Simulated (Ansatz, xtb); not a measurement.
Isomers of C5H8FNO in order of energy

4 gas-phase structures of C5H8FNO, from a drawn sample of its isomers (lower ones may exist). Each was relaxed with GFN2-xTB; where two conformers were screened, the lower at r2SCAN-D4/def2-SVP is listed:

A. `C=C(F)C/N=C(\C)O`, a singlet
B. `C=C(F)C/N=C(/C)O`, a singlet
C. `C=C(F)CNC(=C)O`, a singlet
D. `C=C(F)CNC(C)=O`, a singlet

Which do you expect lowest at r2SCAN-D4/def2-SVP, and how would the others follow?

Calculated order at r2SCAN-D4/def2-SVP: D (0.0), A (14.9), B (17.9), C (27.9) kcal/mol.

Energies above the lowest of each column, in kcal/mol; the last columns are at B3LYP-D3(BJ)/def2-SVP geometries and were run for some of them only (a dash: not run or not comparable):

```
structure  GFN2-xTB  HF/STO-3G  r2SCAN-D4/def2-SVP  B3LYP-D3(BJ)/def2-SVP  CCSD(T)/def2-SVP + ΔMP2/def2-TZVPP
        D       0.0        0.0                 0.0                    0.0                                 0.0
        A       8.3        7.6                14.9                   14.8                                12.4
        B       8.9       10.5                17.9                   16.1                                13.7
        C      23.1       26.3                27.9                      –                                   –
```

Every level run on D puts it lowest or level with the lowest. Flexible structures stand in one conformer each, not always the lowest. Frequencies (GFN2-xTB) were run for A, B, D alone. ΔMP2 is the change of the MP2 energy from the smaller to the larger basis.

Over these structures GFN2-xTB departs from r2SCAN-D4/def2-SVP by 2.7 kcal/mol on average once a common shift is removed. A GFN2-xTB relaxation took about 0.19 s and the r2SCAN-D4/def2-SVP energy about 3.3 s on a shared host (Ansatz 0.2.0, xtb 6.7.1).
